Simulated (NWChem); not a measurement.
System: CH₆AuN; SMILES [CH3][Au]<-[NH3]

Output (shortened):

```
             Northwest Computational Chemistry Package (NWChem) 7.3.0
             --------------------------------------------------------

 C3  symmetry detected

                             Geometry "geometry" -> ""
                             -------------------------

 Output coordinates in angstroms (scale by  1.889725989 to convert to a.u.)

  No.       Tag          Charge          X              Y              Z
 ---- ---------------- ---------- -------------- -------------- --------------
    1 Au                  79.0000     0.00000000     0.00000000     0.03897930
    2 C                    6.0000     0.00000000    -0.00000000     2.08051956
    3 H                    1.0000    -1.00437815     0.01185207     2.49493491
    4 H                    1.0000     0.51245327     0.86389095     2.49493491
    5 H                    1.0000     0.49192488    -0.87574303     2.49493491
    6 N                    7.0000     0.00000000    -0.00000000    -2.20028659
    7 H                    1.0000     0.68347790     0.66172296    -2.54842685
    8 H                    1.0000    -0.91480784     0.26104775    -2.54842685
    9 H                    1.0000     0.23132994    -0.92277070    -2.54842685

 Effective nuclear repulsion energy (a.u.)     378.3512465758

      Symmetry information
      --------------------

 Group name             C3
 Group number              5
 Group order               3
 No. of unique centers     5

                                Z-matrix (autoz)
                                --------

 Units are Angstrom for bonds and degrees for angles

      Type          Name      I     J     K     L     M      Value
      ----------- --------  ----- ----- ----- ----- ----- ----------
    1 Stretch                  1     2                       2.04154
    2 Stretch                  1     6                       2.23927
    3 Stretch                  2     3                       1.08658
    4 Stretch                  2     4                       1.08658
    5 Stretch                  2     5                       1.08658
    6 Stretch                  6     7                       1.01303
    7 Stretch                  6     8                       1.01303
    8 Stretch                  6     9                       1.01303
    9 Bend                     1     2     3               112.42007
   10 Bend                     1     2     4               112.42007
   11 Bend                     1     2     5               112.42007
   12 Bend                     1     6     7               110.10025
   13 Bend                     1     6     8               110.10025
   14 Bend                     1     6     9               110.10025
   15 Bend                     2     6     7               110.10025
   16 Bend                     2     6     8               110.10025
   17 Bend                     2     6     9               110.10025
   18 Bend                     3     2     4               106.36812
   19 Bend                     3     2     5               106.36812
   20 Bend                     4     2     5               106.36812
   21 Bend                     6     2     3               112.42007
   22 Bend                     6     2     4               112.42007
   23 Bend                     6     2     5               112.42007
   24 Bend                     7     6     8               108.83493
   25 Bend                     7     6     9               108.83493
   26 Bend                     8     6     9               108.83493
   27 Torsion                  3     2     6     7         135.25044
   28 Torsion                  3     2     6     8          15.25044
   29 Torsion                  3     2     6     9        -104.74956
   30 Torsion                  2     3     1     6         180.00000
   31 Torsion                  4     2     6     7          15.25044
   32 Torsion                  4     2     6     8        -104.74956
   33 Torsion                  4     2     6     9         135.25044
   34 Torsion                  2     4     1     6        -180.00000
   35 Torsion                  5     2     6     7        -104.74956
   36 Torsion                  5     2     6     8         135.25044
   37 Torsion                  5     2     6     9          15.25044
   38 Torsion                  2     5     1     6        -180.00000
   39 Torsion                  2     1     7     6         180.00000
   40 Torsion                  2     1     8     6        -180.00000
   41 Torsion                  2     1     9     6         180.00000

                           NWChem Geometry Optimization
                           ----------------------------

 maximum gradient threshold         (gmax) =   0.000450
 rms gradient threshold             (grms) =   0.000300
 maximum cartesian step threshold   (xmax) =   0.001800
 rms cartesian step threshold       (xrms) =   0.001200
 fixed trust radius                (trust) =   0.300000
 source of zmatrix                         =   autoz

          -------------------
          Energy Minimization
          -------------------

 Using diagonal initial Hessian
 Scaling for Hessian diagonals: bonds = 1.00  angles = 0.25  torsions = 0.10

          --------
          Step   0

                                 NWChem DFT Module
                                 -----------------

 Summary of "ao basis" -> "ao basis" (spherical)
 ------------------------------------------------------------------------------
       Tag                 Description            Shells   Functions and Types
 ---------------- ------------------------------  ------  ---------------------
 Au                         def2-svp                12       32   6s3p2d1f
 C                          def2-svp                 6       14   3s2p1d
 H                          def2-svp                 3        5   2s1p
 N                          def2-svp                 6       14   3s2p1d

      Symmetry analysis of basis
      --------------------------

        a          36
        e+         27
        e-         27

  Rotation of axis

            General Information
            -------------------
          SCF calculation type: DFT
          Wavefunction type:  closed shell.
          No. of atoms     :     9
          No. of electrons :    38
           Alpha electrons :    19
            Beta electrons :    19
          Charge           :     0
          Spin multiplicity:     1
          Use of symmetry is: on ; symmetry adaption is: on
          Maximum number of iterations: 150
          AO basis - number of functions:    90
                     number of shells:    42
          Convergence on energy requested:  1.00D-06
          Convergence on density requested:  1.00D-05
          Convergence on gradient requested:  5.00D-04

              XC Information
              --------------
                         PBE0 Method XC Functional
                     Hartree-Fock (Exact) Exchange  0.250
          PerdewBurkeErnzerhof Exchange Functional  0.750
            Perdew 1991 LDA Correlation Functional  1.000 local
           PerdewBurkeErnz. Correlation Functional  1.000 non-local

             Grid Information
             ----------------
          Grid used for XC integration:  medium
          Radial quadrature: Mura-Knowles
          Angular quadrature: Lebedev.
          Tag              B.-S. Rad. Rad. Pts. Rad. Cut. Ang. Pts.
          ---              ---------- --------- --------- ---------
          Au                  1.35      123           9.0       590
          C                   0.70       49          12.0       434
          H                   0.35       45          13.0       434
          N                   0.65       49          12.0       434
          Grid pruning is: on
          Number of quadrature shells:   311
          Spatial weights used:  Erf1

      Superposition of Atomic Density Guess
      -------------------------------------

 Sum of atomic energies:        -247.30875880

      Non-variational initial energy
      ------------------------------

 Total energy =    -230.771676
 1-e energy   =    -592.809167
 2-e energy   =     246.703271
 HOMO         =      -0.357968
 LUMO         =      -0.006474

      Symmetry analysis of molecular orbitals - initial
      -------------------------------------------------

  Numbering of irreducible representations:

     1 a           2 e+          3 e-

[...]

      ----------------------
      Optimization converged
      ----------------------

  Step       Energy      Delta E   Gmax     Grms     Xrms     Xmax
  ---- ---------------- -------- -------- -------- -------- --------
@    5    -232.03556328 -2.9D-07  0.00004  0.00001  0.00044  0.00081
                                     ok       ok       ok       ok

                                Z-matrix (autoz)
                                --------

 Units are Angstrom for bonds and degrees for angles

      Type          Name      I     J     K     L     M      Value     Gradient
      ----------- --------  ----- ----- ----- ----- ----- ---------- ----------
    1 Stretch                  1     2                       2.02087    0.00004
    2 Stretch                  1     6                       2.18877    0.00002
    3 Stretch                  2     3                       1.10263   -0.00002
    4 Stretch                  2     4                       1.10263   -0.00002
    5 Stretch                  2     5                       1.10263   -0.00002
    6 Stretch                  6     7                       1.02017   -0.00001
    7 Stretch                  6     8                       1.02017   -0.00001
    8 Stretch                  6     9                       1.02017   -0.00001
    9 Bend                     1     2     3               110.78738   -0.00001
   10 Bend                     1     2     4               110.78738   -0.00001
   11 Bend                     1     2     5               110.78738   -0.00001
   12 Bend                     1     6     7               111.56719    0.00000
   13 Bend                     1     6     8               111.56719    0.00000
   14 Bend                     1     6     9               111.56719    0.00000
   15 Bend                     2     6     7               111.56719    0.00000
   16 Bend                     2     6     8               111.56719    0.00000
   17 Bend                     2     6     9               111.56719    0.00000
   18 Bend                     3     2     4               108.12359    0.00001
   19 Bend                     3     2     5               108.12359    0.00001
   20 Bend                     4     2     5               108.12359    0.00001
   21 Bend                     6     2     3               110.78738   -0.00001
   22 Bend                     6     2     4               110.78738   -0.00001
   23 Bend                     6     2     5               110.78738   -0.00001
   24 Bend                     7     6     8               107.29636   -0.00000
   25 Bend                     7     6     9               107.29636   -0.00000
   26 Bend                     8     6     9               107.29636   -0.00000
   27 Torsion                  3     2     6     7         135.15857    0.00000
   28 Torsion                  3     2     6     8          15.15857    0.00000
   29 Torsion                  3     2     6     9        -104.84143    0.00000
   30 Torsion                  2     3     1     6         180.00000   -0.00000
   31 Torsion                  4     2     6     7          15.15857    0.00000
   32 Torsion                  4     2     6     8        -104.84143    0.00000
   33 Torsion                  4     2     6     9         135.15857    0.00000
   34 Torsion                  2     4     1     6        -180.00000    0.00000
   35 Torsion                  5     2     6     7        -104.84143    0.00000
   36 Torsion                  5     2     6     8         135.15857    0.00000
   37 Torsion                  5     2     6     9          15.15857    0.00000
   38 Torsion                  2     5     1     6         180.00000   -0.00000
   39 Torsion                  2     1     7     6         180.00000   -0.00000
   40 Torsion                  2     1     8     6        -180.00000   -0.00000
   41 Torsion                  2     1     9     6        -180.00000    0.00000

                         Geometry "geometry" -> "geometry"
                         ---------------------------------

 Output coordinates in angstroms (scale by  1.889725989 to convert to a.u.)

[...]

 Rotational Constants
 --------------------
 A=   2.840697 cm-1  (  4.087038 K)
 B=   0.107842 cm-1  (  0.155157 K)
 C=   0.107842 cm-1  (  0.155157 K)

 Temperature                      =   298.15K
 frequency scaling parameter      =   1.0000

 Zero-Point correction to Energy  =   46.659 kcal/mol  (  0.074356 au)
 Thermal correction to Energy     =   50.457 kcal/mol  (  0.080408 au)
 Thermal correction to Enthalpy   =   51.049 kcal/mol  (  0.081352 au)

 Total Entropy                    =   78.127 cal/mol-K
   - Translational                =   42.169 cal/mol-K (mol. weight = 229.0166)
   - Rotational                   =   21.213 cal/mol-K (symmetry #  =        3)
   - Vibrational                  =   14.745 cal/mol-K

 Cv (constant volume heat capacity) =   18.462 cal/mol-K
   - Translational                  =    2.979 cal/mol-K
   - Rotational                     =    2.979 cal/mol-K
   - Vibrational                    =   12.504 cal/mol-K

[normal modes left out]

 ----------------------------------------------------------------------------
 Normal Eigenvalue ||           Projected Infra Red Intensities
  Mode   [cm**-1]  || [atomic units] [(debye/angs)**2] [(KM/mol)] [arbitrary]
 ------ ---------- || -------------- ----------------- ---------- -----------
    1       -0.000 ||    0.000979           0.023         0.954       0.560
    2       -0.000 ||    0.007816           0.180         7.619       4.469
    3        0.000 ||    0.001134           0.026         1.106       0.648
    4        0.000 ||    0.000001           0.000         0.001       0.001
    5        0.000 ||    0.008200           0.189         7.993       4.688
    6        0.000 ||    0.000542           0.012         0.528       0.310
    7       21.707 ||    0.000000           0.000         0.000       0.000
    8      155.136 ||    0.007917           0.183         7.717       4.527
    9      155.136 ||    0.007917           0.183         7.717       4.527
   10      366.131 ||    0.009979           0.230         9.728       5.706
   11      583.833 ||    0.009907           0.229         9.657       5.664
   12      589.813 ||    0.008549           0.197         8.334       4.888
   13      589.813 ||    0.008549           0.197         8.334       4.888
   14      791.893 ||    0.034049           0.786        33.193      19.469
   15      791.893 ||    0.034049           0.786        33.193      19.469
   16     1190.781 ||    0.128759           2.971       125.521      73.623
   17     1220.202 ||    0.003748           0.086         3.654       2.143
   18     1434.277 ||    0.000124           0.003         0.120       0.071
   19     1434.277 ||    0.000124           0.003         0.120       0.071
   20     1629.926 ||    0.021997           0.507        21.444      12.578
   21     1629.926 ||    0.021997           0.507        21.444      12.578
   22     3036.802 ||    0.031809           0.734        31.009      18.188
   23     3138.935 ||    0.010896           0.251        10.622       6.230
   24     3138.935 ||    0.010896           0.251        10.622       6.230
   25     3501.268 ||    0.008806           0.203         8.584       5.035
   26     3626.769 ||    0.046731           1.078        45.555      26.720
   27     3626.769 ||    0.046731           1.078        45.555      26.720
 ----------------------------------------------------------------------------
```

Level: PBE0/def2-SVP with def2 effective core potentials on Au. def2 effective core potentials on Au; no spin-orbit coupling.

**Question.** Reconstruct the input file.

**Answer.** Several could match; the one computed here: the input that was run:
```
start job
memory heap 200 mb stack 900 mb global 1100 mb
geometry units angstroms
  Au    -0.012555     0.019538     0.021458
  C     -0.822518     1.281114     1.407197
  H     -1.196219     0.752946     2.280149
  H     -1.660033     1.848992     1.011170
  H     -0.104741     2.009648     1.774061
  N      0.875971    -1.364210    -1.498435
  H      0.556060    -1.113683    -2.426432
  H      0.599181    -2.319069    -1.303826
  H      1.886945    -1.305287    -1.474018
end
basis spherical
  * library def2-svp
end
ecp
  Au library def2-ecp
end
dft
  xc pbe0
  iterations 150
end
driver
  maxiter 120
end
task dft optimize
dft
  grid fine
  convergence energy 1d-8 density 1d-7
end
task dft freq numerical
```
